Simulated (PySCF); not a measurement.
C6H8F4.
SMILES with atom numbers: `[CH3:1]/[CH:2]=[C:3](\[CH2:4][F:5])[CH2:6][C:7]([F:8])([F:9])[F:10]` (hydrogens: H11, H12, H13 on C1; H14 on C2; H15, H16 on C4; H17, H18 on C6)

Computed, not measured: PySCF, PBE0-D3(BJ)/def2-SVP geometry optimisation, gas phase.

(1) Give the optimised bond lengths and angles.

Results:

(1) 
```
                  bond  length (bohr)   order
                 C1–C2          2.817  single
                 C2=C3          2.535  double
                 C3–C4          2.833  single
                 C4–F5          2.608  single
                 C3–C6          2.846  single
                 C6–C7          2.853  single
  C7–F8, C7–F9, C7–F10          2.528  single
C1–H11, C1–H12, C1–H13          2.081  single
                C2–H14          2.074  single
        C4–H15, C4–H16          2.082  single
        C6–H17, C6–H18          2.077  single
```

Bonds in one row agree within 0.02 bohr and their mean is given. Orders are formal, as drawn. A selection of angles:
```
   angle  degrees
C1–C2–C3    128.5
C2–C3–C4    124.3
C2–C3–C6    120.8
C4–C3–C6    114.9
C3–C4–F5    110.0
C3–C6–C7    113.9
C6–C7–F8    112.1
F8–C7–F9    107.2
```

Torsions: C1–C2–C3–C4 1° (synperiplanar); C2–C3–C4–F5 -132° (anticlinal); C2–C3–C6–C7 -92° (anticlinal); C3–C6–C7–F8 -57° (synclinal). The mirror-image conformer, all signs reversed, is as good.

The 5 C–C bonds span 1.342 Å (C2=C3, drawn double) to 1.510 Å (C6–C7, drawn single), a spread of 0.168 Å. Of the pairs four or more bonds apart, H13···H15 is among the closest relative to their van der Waals radii: 2.01 Å, 84 % of the sum of Bondi's values. The 4 C–F bonds span 1.337 Å (C7–F10, drawn single) to 1.380 Å (C4–F5, drawn single), a spread of 0.043 Å.

Point group: C1 (no symmetry element, even within 0.4 Å). Whether it is a minimum is left open (no frequencies). One conformer, not necessarily the lowest.
